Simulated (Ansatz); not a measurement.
The multiplicity is imposed and other spin states were not computed.

Method: r2SCAN-D4/def2-SVP run with Ansatz (a quantum-chemistry and plane-wave program). No frequencies were computed at this level.

Ansatz 0.2 input:
```yaml
crystal:
  periodic: [false, false, false]
  atoms:
    - { symbol: Ag, position_ang: [0.048578, 0.237449, 0.126939] }
    - { symbol: N, position_ang: [0.609683, 2.981238, 1.593832] }
    - { symbol: C, position_ang: [0.403891, 1.974887, 1.055817] }
    - { symbol: H, position_ang: [0.786247, 3.844712, 2.055462] }
    - { symbol: H, position_ang: [-0.226672, -1.108328, -0.592534] }
basis:
  gaussian: { orbitals: def2-svp }
hamiltonian:
  xc: r2scan
  dispersion: d4
relax:
  max_steps: 150
```

Output:

```
Functional definition: r2SCAN
728 factors; their error is unknown
mean field evaluation 1: about -6551.4595 eV, gradient 3.8e1 eV
mean field evaluation 2: about -6547.4254 eV, gradient 6.1e1 eV
mean field evaluation 4: about -6554.8575 eV, gradient 2.0e0 eV
mean field evaluation 8: about -6554.8736 eV, gradient 1.8e-1 eV
mean field evaluation 16: about -6554.8517 eV, gradient 2.3e-5 eV
mean field -6554.85172824 eV, -240.8863579748 hartree, gradient 2.3e-5 eV, S^2 0.000000; 0 other end points of the search recorded, 0 dependent functions left out
reference -6554.85174413 eV, -240.8863585587 hartree; 17, 17 occupied and 52, 52 virtual orbitals, 728 factors
relax step   1: F+E_penalty+E_count = -6554.87065861 eV  Δ(F+E_penalty+E_count) = +0.000e0 eV  max|allowed force component| = 1.126e0 eV/Å  Δτ_max = 0.0000 Å  (26 SCF iters, accepted)
these checks for a lower state are left out or cut short: starts, cluster_reference, orbital_swaps, neighbouring_geometries, increment
728 factors; their error is unknown
mean field -6554.91956392 eV, -240.8888508901 hartree, gradient 6.3e-6 eV, S^2 0.000000; 0 other end points of the search recorded, 0 dependent functions left out
reference -6554.91957988 eV, -240.8888514766 hartree; 17, 17 occupied and 52, 52 virtual orbitals, 728 factors
relax step   2: F+E_penalty+E_count = -6554.93829271 eV  Δ(F+E_penalty+E_count) = -6.763e-2 eV  max|allowed force component| = 2.047e-1 eV/Å  Δτ_max = 0.0783 Å  (30 SCF iters, accepted)
these checks for a lower state are left out or cut short: starts, cluster_reference, orbital_swaps, neighbouring_geometries, increment
728 factors; their error is unknown
mean field -6554.92186335 eV, -240.8889353925 hartree, gradient 1.7e-5 eV, S^2 0.000000; 0 other end points of the search recorded, 0 dependent functions left out
reference -6554.92187931 eV, -240.8889359792 hartree; 17, 17 occupied and 52, 52 virtual orbitals, 728 factors
relax step   3: F+E_penalty+E_count = -6554.94054773 eV  Δ(F+E_penalty+E_count) = -2.255e-3 eV  max|allowed force component| = 4.688e-2 eV/Å  Δτ_max = 0.0166 Å  (29 SCF iters, accepted)
these checks for a lower state are left out or cut short: starts, cluster_reference, orbital_swaps, neighbouring_geometries, increment
728 factors; their error is unknown
mean field evaluation 32: about -6554.9390 eV, gradient 3.4e-4 eV
mean field -6554.92199557 eV, -240.8889402513 hartree, gradient 1.6e-5 eV, S^2 0.000000; 0 other end points of the search recorded, 0 dependent functions left out
reference -6554.92201152 eV, -240.8889408378 hartree; 17, 17 occupied and 52, 52 virtual orbitals, 728 factors
relax step   4: F+E_penalty+E_count = -6554.94067094 eV  Δ(F+E_penalty+E_count) = -1.232e-4 eV  max|allowed force component| = 1.068e-2 eV/Å  Δτ_max = 0.0028 Å  (30 SCF iters, accepted)
these checks for a lower state are left out or cut short: starts, cluster_reference, orbital_swaps, neighbouring_geometries, increment
728 factors; their error is unknown
mean field -6554.92199696 eV, -240.8889403024 hartree, gradient 4.2e-5 eV, S^2 0.000000; 0 other end points of the search recorded, 0 dependent functions left out
reference -6554.92201291 eV, -240.8889408889 hartree; 17, 17 occupied and 52, 52 virtual orbitals, 728 factors
relax step   5: F+E_penalty+E_count = -6554.94067083 eV  Δ(F+E_penalty+E_count) = +1.140e-7 eV  max|allowed force component| = 2.856e-2 eV/Å  Δτ_max = 0.0007 Å  (21 SCF iters, rejected (line search))
these checks for a lower state are left out or cut short: starts, cluster_reference, orbital_swaps, neighbouring_geometries, increment
728 factors; their error is unknown
mean field -6554.92199941 eV, -240.8889403928 hartree, gradient 2.7e-5 eV, S^2 0.000000; 0 other end points of the search recorded, 0 dependent functions left out
reference -6554.92201537 eV, -240.8889409792 hartree; 17, 17 occupied and 52, 52 virtual orbitals, 728 factors
relax step   6: F+E_penalty+E_count = -6554.94067447 eV  Δ(F+E_penalty+E_count) = -3.531e-6 eV  max|allowed force component| = 4.057e-3 eV/Å  Δτ_max = 0.0003 Å  (20 SCF iters, accepted)
728 factors; their error is unknown
mean field -6554.92199941 eV, -240.8889403928 hartree, gradient 2.7e-5 eV, S^2 0.000000; 1 other end points of the search recorded, 0 dependent functions left out
reference -6554.92201537 eV, -240.8889409792 hartree; 17, 17 occupied and 52, 52 virtual orbitals, 728 factors
Total energy: -6554.94069043 eV, -240.8896272749 hartree
Atom 0 at     0.045690     0.223372     0.119419 Å, force    -0.000832    -0.004057    -0.002169 eV/Å
Atom 1 at     0.616284     3.013518     1.611089 Å, force     0.000195     0.000989     0.000529 eV/Å
Atom 2 at     0.408743     1.998632     1.068511 Å, force     0.000307     0.001493     0.000798 eV/Å
Atom 3 at     0.794891     3.886950     2.078043 Å, force     0.000133     0.000623     0.000333 eV/Å
Atom 4 at    -0.243880    -1.192514    -0.637545 Å, force     0.000197     0.000952     0.000509 eV/Å
Dipole moment:     0.278395     1.361319     0.727790 e Å
```

Cost: roughly 11 core-seconds.
